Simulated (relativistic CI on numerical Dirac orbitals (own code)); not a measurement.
Sc2+ in a cubic cluster: 1s photoemission with charge transfer

Computed with a charge-transfer multiplet model of a cubic metal-ligand cluster with up to 2 ligand holes, Slater and spin-orbit integrals from Dirac-Coulomb-Breit ions, Slater integrals scaled by 0.8. The ground state mixes d1 with configurations of k ligand holes L, whose averages lie at kΔ + k(k − 1)U_dd/2; a core hole lowers each added d electron by U_cd. 300 K, Lorentzian 1.1 eV and Gaussian 0.6 eV FWHM.

Atomic integrals in eV (Slater integrals scaled, ζ unscaled), ground: F2dd 4.710, F4dd 2.885, zeta_d 0.008; with the core hole: F2dd 4.710, F4dd 2.885, zeta_d 0.018, G2cd 0.028. Where a configuration has fewer than two d electrons, the dd integrals are those of d2.

Cluster parameters (eV): Δ = 7.5, U_dd = 4.6, U_cd = 5.9, 10Dq(ligand) = 0.3, V(eg) = 1.35, V(t2g) = -0.62, final-state hopping factor = 1.

```csv
Case,n_d,d1,d2L,d3L2,S
10Dq = -0.65 eV,1.13,0.88,0.12,0.00,0.50
10Dq = -0.05 eV,1.14,0.86,0.13,0.00,0.50
10Dq = 0.25 eV,1.14,0.87,0.13,0.00,0.50
10Dq = 0.55 eV,1.14,0.87,0.13,0.00,0.50
10Dq = 1.15 eV,1.13,0.87,0.12,0.00,0.50
```

Weights, n_d and S are thermal averages at 300 K. Binding energies count from the first peak over 30 % of the highest in each spectrum, which can be another peak from case to case. The parameters are a model scan and need not match a compound or its usual spin state. A negative ionic 10Dq is a model choice; hopping adds the covalent part of the field. Peaks in eV (height, largest 100):
- 10Dq = -0.65 eV: 0.0 (100), 5.1 (23)
- 10Dq = -0.05 eV: 0.0 (100), 5.5 (23)
- 10Dq = 0.25 eV: 0.0 (100), 5.5 (22)
- 10Dq = 0.55 eV: 0.0 (100), 5.5 (21)
- 10Dq = 1.15 eV: 0.0 (100), 5.6 (19)

Curve for 10Dq = 1.15 eV (points under 2 left out, the grid thinned):

E (eV), Intensity and a bar:
```
     -3.7        2.7 
     -3.4        3.2 
     -3.2        3.6 
     -2.9        4.3 #
     -2.7        5.0 #
     -2.4        6.2 #
     -2.1        8.1 ##
     -1.9        9.8 ##
     -1.6       13.6 ####
     -1.4       17.4 #####
     -1.1       26.7 ########
     -0.9       36.6 ###########
     -0.6       59.6 ##################
     -0.3       87.5 ##########################
     -0.1       98.9 ##############################
      0.2       92.0 ############################
      0.4       74.9 #######################
      0.7       47.9 ##############
      1.0       29.7 #########
      1.2       22.2 ######
      1.5       15.5 ####
      1.7       12.7 ###
      2.0       10.3 ###
      2.3        9.3 ##
      2.5        8.9 ##
      2.8        8.3 ##
      3.0        7.8 ##
      3.3        7.3 ##
      3.6        7.3 ##
      3.8        7.5 ##
      4.1        7.7 ##
      4.3        7.9 ##
      4.6        8.6 ##
      4.9       10.8 ###
      5.1       13.3 ###
      5.4       17.4 #####
      5.6       18.7 #####
      5.9       16.5 ####
      6.1       13.3 ###
      6.4        8.7 ##
      6.7        5.6 #
      6.9        4.4 #
      7.2        3.2 
      7.4        2.7 
      7.7        2.1
```

For the case 10Dq = 0.25 eV, Δ = 7.5 eV is larger than U_dd = 4.6 eV, the Mott-Hubbard side of the Zaanen-Sawatzky-Allen scheme. With the core hole the average of the configuration with one ligand hole lies at Δ − U_cd = 1.6 eV before mixing: the effective hopping of about 3.0 eV (from the holes of the mixed ground state) is comparable with this gap or larger, so the configurations mix strongly.
